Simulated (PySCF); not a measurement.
Two structures of AlNH4F2, singlet, reached by relaxing down either side of one saddle point (PBE0-D4/def2-TZVP). Energies are electronic, without zero-point energy. Program: PySCF 2.14 with density fitting (its default auxiliary sets; JK sets also for MP2 and CCSD(T)). Basis: def2-TZVPP and def2-QZVPP. Cores are frozen in the correlated methods. Extrapolation: Hartree–Fock as exp(−7.88 √X), correlation as X^−2.97. First:

Al1  (-0.772, -0.717, -0.050)
H2  (-1.849, -0.207, -1.087)
F3  (0.172, -2.020, -0.492)
F4  (-1.157, -0.637, 1.571)
H5  (0.551, 1.464, -0.633)
N6  (0.708, 0.669, -0.024)
H7  (1.579, 0.223, -0.300)
H8  (0.814, 1.011, 0.927)
(Å)

Second:

Al1  (0.005, -0.659, 0.271)
H2  (-1.352, 0.428, -1.207)
F3  (0.128, -1.808, -0.898)
F4  (-1.317, -0.666, 1.248)
H5  (-0.788, 0.920, -1.109)
N6  (1.362, 0.391, 0.625)
H7  (2.246, 0.359, 0.146)
H8  (1.399, 1.029, 1.402)
(Å)

(1) Which bonds change from the first to the second?

(2) Give the saddle point's structure and its height above each. (Judge from chemistry; the value comes from the calculation.)

T1 diagnostic: at most 0.013.

Results:

(1) AlHF₂ ([F][AlH][F]) + NH₃ → AlNH₂F₂ ([NH2][Al]([F])[F]) + H₂; bonds formed: H2–H5; dative contacts that become bonds: Al1–N6; bonds broken: Al1–H2, H5–N6.

(2) Computed: 153.0 kJ/mol above the first and 87.5 kJ/mol above the second (CCSD(T) at an estimated basis limit (MP2 extrapolated from triple and quadruple zeta, plus CCSD(T) − MP2 in triple zeta)).
Al1  (-0.528, -0.698, 0.106)
H2  (-1.093, 0.539, -1.045)
F3  (-0.186, -2.070, -0.734)
F4  (-1.550, -0.708, 1.394)
H5  (-0.208, 0.856, -0.680)
N6  (0.853, 0.542, 0.201)
H7  (1.750, 0.379, -0.236)
H8  (0.963, 1.160, 0.994)
(Å)

The step is the kind of exchange with an N–H group that builds nitride films in atomic layer and chemical vapour deposition.

Labels in which every atom is bracketed show which atoms are joined, not bond orders.

For scale, one of the runs: CCSD(T)/def2-TZVPP, 191 basis functions, launched by `OMP_NUM_THREADS=4 python run.py`. Hardware: 4 CPU threads of an Arm Neoverse V2, shared host. Wall time 5.9 min; peak host memory 2.4 GiB.
